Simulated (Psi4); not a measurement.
Interaction energy of HCl ··· CH3Cl (SMILES Cl and CCl). Monomers: optimised at B3LYP-D3(BJ) (def2-TZVP), held rigid. Orientation: a higher rigid-body minimum at GFN2-xTB. R is the distance of the centres of mass, along which the second monomer moves.

Geometry at R = 3.32 Å (first 2 atoms: monomer A):
```
7

Cl     0.6410     0.0000     0.0000
H     -0.6410     0.0000     0.0000
C     -1.4091    -0.7632    -2.7103
Cl    -2.4976    -0.2234    -1.3899
H     -1.9502    -0.6940    -3.6491
H     -0.5389    -0.1139    -2.7228
H     -1.1162    -1.7900    -2.5136
```

Levels: PBE/def2-TZVP, counterpoise-corrected (Psi4); PBE-D3(BJ)/def2-TZVP, counterpoise-corrected (Psi4); PBE0/def2-TZVP, counterpoise-corrected (Psi4); SAPT0/jun-cc-pVDZ, frozen core (Psi4).

Interaction energies in kcal/mol; the last columns give the difference from SAPT0:

```
R / Å  PBE/def2-TZVP  PBE-D3(BJ)/def2-TZVP  PBE0/def2-TZVP  SAPT0/jun-cc-pVDZ  PBE/def2-TZVP − SAPT0/jun-cc-pVDZ  PBE-D3(BJ)/def2-TZVP − SAPT0/jun-cc-pVDZ  PBE0/def2-TZVP − SAPT0/jun-cc-pVDZ
-----  -------------  --------------------  --------------  -----------------  ---------------------------------  ----------------------------------------  ----------------------------------
2.68           14.48                 12.84           15.01              17.03                              -2.55                                     -4.19                               -2.02
2.89            3.94                  2.41            4.31               5.83                              -1.89                                     -3.42                               -1.52
3.11           -0.76                 -2.16           -0.49               0.42                              -1.18                                     -2.58                               -0.91
3.32           -2.37                 -3.62           -2.16              -1.73                              -0.64                                     -1.89                               -0.42
3.49           -2.72                 -3.84           -2.53              -2.39                              -0.33                                     -1.45                               -0.15
3.75           -2.55                 -3.47           -2.41              -2.49                              -0.06                                     -0.98                                0.08
4.02           -2.09                 -2.82           -1.99              -2.15                               0.06                                     -0.67                                0.16
4.33           -1.57                 -2.11           -1.49              -1.67                               0.10                                     -0.43                                0.18
4.83           -0.94                 -1.25           -0.91              -1.07                               0.13                                     -0.18                                0.16
5.54           -0.46                 -0.60           -0.46              -0.59                               0.13                                     -0.02                                0.12
6.54           -0.21                 -0.26           -0.22              -0.29                               0.08                                      0.03                                0.07
7.79           -0.10                 -0.12           -0.11              -0.14                               0.04                                      0.02                                0.03
```

PBE/def2-TZVP is furthest from SAPT0/jun-cc-pVDZ at 2.68 (-2.55 kcal/mol, below); its mean absolute difference over the points is 0.60 kcal/mol.

PBE-D3(BJ)/def2-TZVP is furthest from SAPT0/jun-cc-pVDZ at 2.68 (-4.19 kcal/mol, below); its mean absolute difference over the points is 1.32 kcal/mol.

PBE0/def2-TZVP is furthest from SAPT0/jun-cc-pVDZ at 2.68 (-2.02 kcal/mol, below); its mean absolute difference over the points is 0.49 kcal/mol.
